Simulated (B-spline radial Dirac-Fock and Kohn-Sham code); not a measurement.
## X-ray form factors of cadmium in several charge states

Method: relativistic Hartree-Fock (Dirac-Fock) wave functions, averaged over the configuration. Computed with a B-spline atomic structure program.

Configurations: Cd¹⁵⁺ [Ar] 3d10 4s2 4p3; Cd¹⁶⁺ [Ar] 3d10 4s2 4p2; Cd¹⁷⁺ [Ar] 3d10 4s2 4p1; Cd²⁰⁺ [Ar] 3d10. The first column is f₀ of Cd¹⁵⁺, the others are differences from it.

```
s (Å⁻¹)   Cd¹⁵⁺  Δ Cd¹⁶⁺  Δ Cd¹⁷⁺  Δ Cd²⁰⁺
      0  33.000   -1.000   -2.000   -5.000
   0.05  32.885   -0.985   -1.970   -4.931
    0.1  32.544   -0.939   -1.881   -4.728
   0.15  31.993   -0.868   -1.741   -4.406
    0.2  31.258   -0.775   -1.559   -3.985
   0.25  30.367   -0.668   -1.349   -3.492
    0.3  29.357   -0.553   -1.122   -2.956
   0.35  28.263   -0.437   -0.893   -2.407
    0.4  27.119   -0.327   -0.674   -1.873
   0.45  25.956   -0.228   -0.475   -1.375
    0.5  24.799   -0.142   -0.302   -0.933
    0.6  22.577   -0.018   -0.048   -0.253
    0.7  20.546   +0.045   +0.084   +0.142
    0.8  18.724   +0.060   +0.120   +0.295
    0.9  17.090   +0.048   +0.099   +0.282
      1  15.611   +0.024   +0.051   +0.183
    1.1  14.259    0.000   +0.003   +0.059
    1.2  13.017   -0.019   -0.035   -0.050
    1.4  10.848   -0.032   -0.066   -0.164
    1.6   9.110   -0.026   -0.055   -0.155
```
